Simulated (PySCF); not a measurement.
## Field gradients at the hydrogen positions

C8H10F2.
Atom-mapped SMILES: `[F:1][CH:2]([F:3])[C@@H:4]1[CH2:5][C@@H:6]2[CH:7]=[CH:8][C@H:9]1[CH2:10]2` (hydrogens: H11 on C2; H12 on C4; H13, H14 on C5; H15 on C6; H16 on C7; H17 on C8; H18 on C9; H19, H20 on C10)

Cartesian coordinates in Å at the PBE0-D3(BJ)/def2-SVP level; atoms count from 1:
```
atom  x, y, z in Å
F1     3.0798   -0.7124   -0.7130
C2     2.2348    0.2566   -0.2849
F3     2.9150    1.0240    0.6027
C4     1.0312   -0.3585    0.3749
C5     0.1551   -1.2076   -0.5779
C6    -1.2582   -0.5850   -0.3921
C7    -1.1888    0.7972   -1.0065
C8    -0.4245    1.5542   -0.2058
C9     0.0189    0.6794    0.9498
C10   -1.2151   -0.2224    1.1005
H11    1.9729    0.8871   -1.1531
H12    1.4197   -0.9766    1.2004
H13    0.1656   -2.2676   -0.2856
H14    0.4917   -1.1585   -1.6244
H15   -2.0817   -1.2262   -0.7330
H16   -1.6029    1.0731   -1.9782
H17   -0.0881    2.5768   -0.3858
H18    0.3849    1.1999    1.8433
H19   -1.0479   -1.0896    1.7594
H20   -2.1049    0.3318    1.4324
```

Level: PBE0/pcSseg-1 (PySCF, non-relativistic); Q(2H) = 0.00286 b; rigid geometry, the same for H and D, with no vibrational averaging.

Task: Rank these positions by the coupling χzz of a deuteron there, largest first.
A. H12 (methine hydrogen)
B. H11 (methine hydrogen)
C. H20 (methylene hydrogen)
D. H16 (vinylic hydrogen)

Result: D (209 kHz), C (196 kHz), A (190 kHz), B (175 kHz).

Task: What are Vzz, η and χzz (234.96 MHz × Q × Vzz) at all hydrogens?

Result: 
```
atom  bonded to  bond length (Å)  Vzz (au)     η  χzz (kHz)
 H11         C2            1.104    0.2607  0.05        175
 H12         C4            1.102    0.2824  0.04        190
 H13         C5            1.100    0.2916  0.01        196
 H14         C5            1.100    0.2889  0.02        194
 H15         C6            1.098    0.2956  0.01        199
 H16         C7            1.092    0.3107  0.04        209
 H17         C8            1.091    0.3108  0.04        209
 H18         C9            1.097    0.2956  0.01        199
 H19        C10            1.102    0.2878  0.01        193
 H20        C10            1.100    0.2914  0.01        196
```

Task: How does χzz go with the bond length over the 10 C–H bonds?

Result: A straight-line fit has a slope of -20.9 kHz for each 0.01 Å, with a correlation coefficient of -0.93, over lengths from 1.091 to 1.104 Å. The longer bonds have the smaller couplings here.

The structure is a single PBE0-D3(BJ)/def2-SVP conformer in the gas phase; no vibrational or solvent corrections. With so small a basis the couplings can be 20 % off.
